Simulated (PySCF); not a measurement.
**C₆ coefficients of unlike pairs at PBE**

Calculated with PySCF 2.14 from the dipole response of each species, C₆(A,B) = (3/π) ∫ α_A(iu) α_B(iu) du, in atomic units, from isotropic polarisabilities. For ions this is the dispersion term alone; charge-induced terms of lower order in 1/R come first.

```json
{"species": "Mg²⁺", "configuration": "[Ne] (1S)", "basis": "aug-cc-pVTZ (6s5p3d2f)", "relativity": "none", "α (bohr³)": "0.2966", "C₆ (like pair)": "0.1646"}
{"species": "O²⁺", "configuration": "[He] 2s2 2p2 (3P)", "basis": "x2c-QZVPPall with one added diffuse shell each of s, p, d, f type (8s5p4d3f1g)", "relativity": "spin-free X2C", "α (bohr³)": "1.741", "C₆ (like pair)": "2.328"}
{"species": "Ti", "configuration": "[Ar] 3d2 4s2 (3F)", "basis": "dyall-av2z (16s12p7d2f)", "relativity": "none", "α (bohr³)": "105.5", "C₆ (like pair)": "1211"}
{"species": "V⁺", "configuration": "[Ar] 3d4 (5D)", "basis": "x2c-TZVPPall with one added diffuse shell each of s, p, d, f type (7s6p5d3f1g)", "relativity": "spin-free X2C", "α (bohr³)": "18.73", "C₆ (like pair)": "70.50"}
```

(1) Estimate C₆ for V⁺ with Mg²⁺.

No spin-orbit coupling is included.

The other pairs:

| pair | C₆ |
| --- | --- |
| V⁺, O²⁺ | 11.66 |
| V⁺, Ti | 272.5 |
| O²⁺, Mg²⁺ | 0.5837 |
| Ti, O²⁺ | 37.31 |
| Ti, Mg²⁺ | 7.324 |

Answers

(1) The integral gives 2.606. The combination rule 2 C_A C_B / (C_A α_B/α_A + C_B α_A/α_B) gives 2.016 and the geometric mean 3.406.
